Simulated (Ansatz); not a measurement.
CH$_{2}$BrFO$_{2}$Si (`O=CO[SiH](F)Br`) from Hartree–Fock to CCSD(T)

```xyz
8

O     1.870    0.461    0.037
C     1.325   -0.394    0.667
O     0.007   -0.634    0.630
Si   -1.002    0.292   -0.321
F    -2.442   -0.191    0.115
Br   -0.721   -0.171   -2.435
H     1.829   -1.087    1.354
H    -0.865    1.725   -0.047
```

Charge 0, multiplicity 1. Correlated methods freeze the filled d shell of Br. Scalar relativity is left out up to krypton. All single points use the PBE0-D4/def2-TZVP geometry. It is one conformer, not always the lowest. Frozen core, restricted reference, the Gaussian-basis code of Ansatz.

```tsv
basis	HF (Eh)	MP2 corr.	CCSD corr.	(T)	CCSD(T) total
def2-SVP	-3149.07394	-0.87901	-0.90759	-0.02368	-3150.00521
def2-TZVPP	-3149.86537	-1.13446	-1.15703	-0.04530	-3151.06770
def2-QZVPP	-3149.93776	-1.23411	–	–	–
```
